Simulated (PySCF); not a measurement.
SiHI, SMILES [SiH]I (connectivity only; charge and spin as stated), neutral, multiplicity 1. Heavy atoms are numbered as in [SiH:1][I:3]. Hydrogens are named by the atom that carries them.

Geometry: PBE0-D3(BJ)/def2-TZVP. The def2 effective core potentials stand for the cores of I; spin–orbit coupling is left out.

All values below come from PBE0/def2-TZVPD run with PySCF.

Mulliken values depend strongly on the basis, most of all with diffuse functions as here. ESP charges are fitted to the potential on shells at 1.4 to 2.0 van der Waals radii. Atomic charges (e), one atom of each kind:

```tsv
atom	Mulliken	ESP fit
Si1 (SiH)	0.00	0.08
H on Si1	0.02	-0.01
I3	-0.02	-0.07
```
